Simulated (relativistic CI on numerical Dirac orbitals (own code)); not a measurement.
## Hyperfine structure of Cd VI, mass number 111

Method of calculation: Dirac-Coulomb-Breit CI, separate exchange-only KLI orbitals for each configuration, a model potential for QED, valence Slater integrals scaled by 0.85, P86 correlation energy added to each configuration (own radial code, finite nucleus).

Configuration list (outside the closed core [Ar] 3d10): 4s2 4p6 4d7, 4s2 4p6 4d6 5s, 4s2 4p6 4d6 4f, 4s2 4p6 4d6 5p, 4s2 4p5 4d8, 4s2 4p6 4d6 5d, 4s2 4p6 4d6 6s, 4s2 4p6 4d5 5s2, 4s2 4p6 4d6 6p, 4s2 4p4 4d9, 4s2 4p6 4d5 5s 5p, 4s2 4p6 4d6 6d, 4s 4p6 4d8, 4s2 4p6 4d6 5g, 4s2 4p5 4d7 5s, 4p6 4d9. Levels of other configurations are missing.

Nuclear spin I = 1/2, μ = -0.594 μN (tables of Stone and Pyykkö). The electronic factors are computed for point nuclear moments, without core polarisation or the Bohr-Weisskopf and QED corrections.

```json
{"Level": "4s2 4p6 4d7 4F_9/2", "E (cm⁻¹)": "0.0", "A (MHz)": "-948.9"}
{"Level": "4s2 4p6 4d7 4F_7/2", "E (cm⁻¹)": "4507.9", "A (MHz)": "-1040"}
{"Level": "4s2 4p6 4d7 4F_5/2", "E (cm⁻¹)": "6875.5", "A (MHz)": "-1217"}
{"Level": "4s2 4p6 4d7 4F_3/2", "E (cm⁻¹)": "8261.2", "A (MHz)": "-1935"}
{"Level": "4s2 4p6 4d7 4P_3/2", "E (cm⁻¹)": "14762.0", "A (MHz)": "-830.2"}
{"Level": "4s2 4p6 4d7 4P_5/2", "E (cm⁻¹)": "16264.9", "A (MHz)": "-509.7"}
{"Level": "4s2 4p6 4d7 2G_9/2", "E (cm⁻¹)": "18314.3", "A (MHz)": "-1227"}
{"Level": "4s2 4p6 4d7 4P_1/2", "E (cm⁻¹)": "18645.3", "A (MHz)": "864.4"}
```

Levels with J = 0, under 50 % of one LS term, or S terms without an open s electron are left out. Small factors come from cancelling terms and can be off by tens of per cent or more.

At this charge configurations can still be misplaced by up to about 7 % of their energy.

(1) Give the hyperfine levels of 4s2 4p6 4d7 4F_9/2 relative to its centre of gravity.

## Answers

(1) With K = F(F + 1) − I(I + 1) − J(J + 1), E = AK/2: F = 4: 2610, F = 5: -2135 MHz.

LS names give the leading component of a level, which can be under half, so a name can repeat, a term be missing and a line seem to break the LS rules.
